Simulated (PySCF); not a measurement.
## Carbon: a sound run and one with changed settings

Sound run: C⁺ [He] 2s2 2p1, C²⁺ [He] 2s2. All numbers are calculated (PySCF 2.14, the spin-free X2C one-electron Hamiltonian (Gaussian nucleus), in jorge-DZP-DKH (4s2p1d, 15 functions)). In the sound run the correlated levels freeze 1s2. The sound run starts from symmetry-adapted Hartree-Fock orbitals and uses a fine grid where one is needed.

Changed run: a valence shell is frozen. This setting is unsound on purpose.

Ionisation energy of C⁺:

```json
{"method": "UHF", "sound run (eV)": "24.157", "changed run (eV)": "24.157"}
{"method": "MP2", "sound run (eV)": "24.217", "changed run (eV)": "24.157"}
{"method": "SCS-MP2", "sound run (eV)": "24.172", "changed run (eV)": "24.157"}
{"method": "CCSD", "sound run (eV)": "24.036", "changed run (eV)": "24.157"}
{"method": "CCSD(T)", "sound run (eV)": "24.053", "changed run (eV)": "24.157"}
{"method": "CCSDT", "sound run (eV)": "n/a", "changed run (eV)": "24.157"}
{"method": "FCI", "sound run (eV)": "n/a", "changed run (eV)": "24.157"}
```

Freezing a valence shell removes pair correlation that changes on ionisation.

For comparison, NIST gives 24.383 eV between the lowest levels.
